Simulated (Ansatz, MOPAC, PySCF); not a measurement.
Pair of molecules: HCl (SMILES Cl) (first 2 atoms) with C2H2 (SMILES C#C); geometry from B3LYP-D3(BJ)/def2-TZVP, rigid monomers moved along the line of their centres of mass till H2···C4 is 4.27 Å.
(charge 0, multiplicity 1):
```json
[
 {"atom": "Cl", "x (Å)": "-0.1177", "y (Å)": "0.5380", "z (Å)": "-0.4665"},
 {"atom": "H", "x (Å)": "-0.1237", "y (Å)": "0.3436", "z (Å)": "0.8106"},
 {"atom": "C", "x (Å)": "-0.5579", "y (Å)": "-0.7055", "z (Å)": "4.9243"},
 {"atom": "C", "x (Å)": "0.2884", "y (Å)": "0.1326", "z (Å)": "5.0513"},
 {"atom": "H", "x (Å)": "-1.3092", "y (Å)": "-1.4503", "z (Å)": "4.8158"},
 {"atom": "H", "x (Å)": "1.0397", "y (Å)": "0.8761", "z (Å)": "5.1681"}
]
```

Counterpoise-corrected where a basis set is named; no monomer relaxation.

Frozen-core correlation. CBS: X⁻³ extrapolation of the correlation energy, Hartree–Fock from the larger set. The state that PM3 reach isn't checked.

Run with Ansatz (Gaussian basis) for Hartree–Fock, density functionals and correlated methods; MOPAC for PM3 (differences of heats of formation); PySCF for the dispersion terms. 

```tsv
level	interaction energy (kcal/mol)
PM3	-0.15
HF/aug-cc-pV(T+d)Z	-0.50
B3LYP-D3(BJ)/def2-TZVPPD	-0.55
PBE0-D3(BJ)/def2-TZVPPD	[?]
MP2/aug-cc-pV(T+d)Z	-0.58
MP2/CBS(aug-cc-pV(D+d)Z, aug-cc-pV(T+d)Z)	-0.58
SCS-MP2/aug-cc-pV(T+d)Z	-0.53
CCSD/aug-cc-pV(D+d)Z	-0.52
CCSD(T)/CBS(aug-cc-pV(D+d)Z, aug-cc-pV(T+d)Z)	-0.56
```

Q: Complete the blanks.

A: 
- PBE0-D3(BJ)/def2-TZVPPD, interaction energy (kcal/mol): -0.63

Ansatz is a program for electronic structure.
